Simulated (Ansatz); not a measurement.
**Group exchange: C3H9N + Si3H8O2 → C2H9NSi + CH8O2Si2**

Species: C3H9N (trimethylamine) `CN(C)C`, singlet; Si3H8O2 `[SiH3]O[SiH2]O[SiH3]`, singlet; C2H9NSi `CN(C)[SiH3]`, singlet; CH8O2Si2 `CO[SiH2]O[SiH3]`, singlet. The partners trade CH3 for SiH3: N–CH3 and O–SiH3 bonds give way to N–SiH3 and O–CH3.

Shapes, held fixed at every level: PBE0-D4/def2-TZVP. Flexible molecules stand in one conformer, not always the lowest. Programs: Ansatz 0.2.0. The zero-point and thermal change to 298 K, harmonic and unscaled (PBE0-D4/def2-TZVP), is -0.8 kJ/mol.

```csv
level,kind,ΔH(298 K) (kJ/mol),less CCSD(T)/CBS estimate
HF/def2-TZVPP,Hartree–Fock,+104.1,+4.0
B3LYP-D4/def2-TZVPP,global hybrid,+93.3,-6.8
B2PLYP/def2-TZVPP,double hybrid,+97.5,-2.6
MP2/def2-SVP,perturbation theory,+94.8,-5.3
CCSD(T)/def2-SVP,coupled cluster or CI,+91.2,-8.9
CCSD/def2-TZVPP,coupled cluster or CI,+99.9,-0.2
CCSD(T)/CBS estimate,coupled cluster or CI,+100.1,0.0
```

The highest level, CCSD(T)/CBS estimate, gives ΔH(298 K) = +100.1 kJ/mol; the levels span +91.2 to +104.1. The column of differences is taken from that level and isn't an error. No measured value is set beside it here. The CBS estimate extrapolates MP2 from def2-TZVPP and def2-QZVPP and adds CCSD(T) − MP2 in the triple-zeta set, cores frozen.
